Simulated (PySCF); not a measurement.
F₃GeH.

```xyz
5

Ge     0.0000     0.0000     0.2679
F     -1.3791    -0.7962    -0.3836
F      0.0000     1.5924    -0.3836
F      1.3791    -0.7962    -0.3836
H      0.0000     0.0000     1.7862
```
Charge 0, spin multiplicity 1.

Geometry: TPSSh-D3(BJ)/def2-SVP.

The numbers are results of HF/pcSseg-2 run with PySCF, not measurements. Non-relativistic, no solvent.

Question: Give the absolute GIAO shielding of each atom: isotropic value and principal components (ppm). (Estimate from the structure and the level; the computed values follow.)

Answer: 
| atom | σ(iso) | σ11 | σ22 | σ33 | span |
|---|---|---|---|---|---|
| Ge1 | 1633.1 | 1588.6 | 1588.6 | 1722.1 | 133.4 |
| F2 | 384.3 | 336.1 | 378.1 | 438.8 | 102.7 |
| F3 | 384.3 | 336.1 | 378.1 | 438.8 | 102.7 |
| F4 | 384.3 | 336.1 | 378.1 | 438.8 | 102.7 |
| H5 | 26.2 | 20.2 | 20.2 | 38.1 | 17.9 |
